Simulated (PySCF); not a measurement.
C4H3F4O2 (doublet state).
SMILES with atom numbers: `[CH2:1][O:2]/[C:3]([F:4])=[CH:5]\[O:6][C:7]([F:8])([F:9])[F:10]` (hydrogens: H11, H12 on C1; H13 on C5)

Geometry (GFN2-xTB, Å), atoms numbered from 1 in this order:
```xyz
13
C4H3F4O2 angstrom
C      2.2534   -0.7198    0.3358
O      0.9754   -0.3541    0.1603
C      0.6115    0.8288   -0.2790
F      1.6145    1.6921   -0.5562
C     -0.6373    1.2885   -0.4895
O     -1.8497    0.6288   -0.2921
C     -1.8749   -0.6147    0.1568
F     -3.1422   -0.9990    0.2533
F     -1.3290   -0.7704    1.3729
F     -1.2605   -1.4996   -0.6436
H      3.0604   -0.0471    0.1220
H      2.3752   -1.7173    0.6990
H     -0.8011    2.2840   -0.8573
```

The hyperfine couplings belong to this conformer and change with its torsions.

Method used: UKS B3LYP, pcH-1 on C F H O, non-relativistic, mean-field spin-orbit, GIAO (PySCF). One conformer (not necessarily the lowest) at the GFN2-xTB geometry, without solvent, vibrations or thermal averaging. A GFN2-xTB geometry isn't a minimum of the functional, and hyperfine couplings can be far from their values at a DFT geometry. No stability test was run, so a lower SCF solution isn't excluded.

(1) The isotropic 13C couplings are +84.6, +15.2, -14.3 MHz. Assign them to C1; C3; C5.

(2) Match the computed a_iso(17O) values -13.1, -1.7 MHz with the sites O2; O6.

(3) The isotropic 19F couplings, averaged over equivalent nuclei, are -14.9, +4.2 MHz. Assign them to F4; F8/F9/F10.

Results:

(1) 
| site | a_iso (MHz) | ρ(0) (bohr⁻³) | position | distance from C1 (Å) | spin population | largest \|T\| (MHz) |
| --- | --- | --- | --- | --- | --- | --- |
| C1 | +84.6 | +0.0752 | largest spin population | 0.00 | +0.95 | 156.6 |
| C3 | -14.3 | -0.0128 | 2 bonds from C1 | 2.34 | -0.07 | 12.1 |
| C5 | +15.2 | +0.0135 | 3 bonds from C1 | 3.62 | +0.15 | 25.5 |

(2) 
```tsv
site	a_iso (MHz)	ρ(0) (bohr⁻³)	position	distance from C1 (Å)	spin population	largest |T| (MHz)
O2	-13.1	+0.0216	1 bond from C1	1.34	+0.07	47.3
O6	-1.7	+0.0028	4 bonds from C1	4.36	+0.01	5.8
```

(3) 
| site | a_iso (MHz) | ρ(0) (bohr⁻³) | position | distance from C1 (Å) | bound to | spin population there | largest \|T\| (MHz) |
| --- | --- | --- | --- | --- | --- | --- | --- |
| F4 | -14.9 | -0.0035 | 3 bonds from C1 | 2.65 | C3 | -0.07 | 28.3 |
| F8/F9/F10 | +4.2 | +0.0010 | 6 bonds from C1 | 4.29 | C7 | 0.00 | 2.7 |

ρ(0) is the spin density at the nucleus and T the dipolar tensor; entries for several nuclei are means. Largest spin populations (Mulliken): C1 (+0.95), C5 (+0.15), C3 (-0.07) and O2 (+0.07). The positive populations add up to 1.17 and the negative ones to -0.17, together 2S = 1. The angles at C1 add up to 360.0°, so it is planar; its axial dipolar tensor and the negative couplings of its protons fit spin in a p orbital normal to that plane.

Means are taken over nuclei equivalent by connectivity, which assumes that they swap fast. H11 and H12 aren't averaged: C1 is flat or nearly so (angle sum 360°), and its turn about the short C1–O2 bond (1.34 Å) is taken as slow. The three 19F nuclei of mean +4.2 MHz run from -0.3 to 6.5 MHz in the frozen geometry.
